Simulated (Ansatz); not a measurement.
The same molecule with X = F, Cl, Br, I. Ansatz, PBE0-D4/def2-TZVP geometries, multiplicity 1. Each molecule was computed in one conformer, which needn't be the lowest.

Elements past krypton have def2 core potentials. Scalar relativity is left out up to krypton.

```json
{"X": "F", "molecule": "`C[SiH](O)F`", "mean X–Si bond length / Å": "1.601", "LUMO energy (B3LYP/def2-TZVPP) / eV": "0.32", "size of the dipole moment (PBE/def2-TZVPP) / D": "2.10", "HOMO energy (B3LYP/def2-TZVPP) / eV": "-8.69"}
{"X": "Br", "molecule": "`C[SiH](O)Br`", "mean X–Si bond length / Å": "2.235", "LUMO energy (B3LYP/def2-TZVPP) / eV": "0.21", "size of the dipole moment (PBE/def2-TZVPP) / D": "1.97", "HOMO energy (B3LYP/def2-TZVPP) / eV": "-7.98"}
{"X": "I", "molecule": "`C[SiH](O)I`", "mean X–Si bond length / Å": "2.460", "LUMO energy (B3LYP/def2-TZVPP) / eV": "-0.21", "size of the dipole moment (PBE/def2-TZVPP) / D": "1.92", "HOMO energy (B3LYP/def2-TZVPP) / eV": "-7.29"}
```

(1) Give the row for X = Cl, `C[SiH](O)Cl`. (Best estimate.)

Answers

(1) Computed: 
| X | molecule | mean X–Si bond length / Å | LUMO energy (B3LYP/def2-TZVPP) / eV | size of the dipole moment (PBE/def2-TZVPP) / D | HOMO energy (B3LYP/def2-TZVPP) / eV |
| --- | --- | --- | --- | --- | --- |
| Cl | `C[SiH](O)Cl` | 2.066 | 0.27 | 1.95 | -8.39 |

From F to I the mean X–Si bond length rises at each step, by 0.859 Å in all; the LUMO energy (B3LYP/def2-TZVPP) falls at each step, by 0.53 eV in all; the HOMO energy (B3LYP/def2-TZVPP) rises at each step, by 1.40 eV in all. Bonds lengthen as the atom grows down the group. Dipoles are sizes alone, and their direction can turn along the series.

B3LYP here is the variant with VWN-RPA as its local correlation; programs differ in this.

Spin–orbit coupling is left out; it splits and shifts lone-pair levels of the heavy atoms by tenths of an eV.
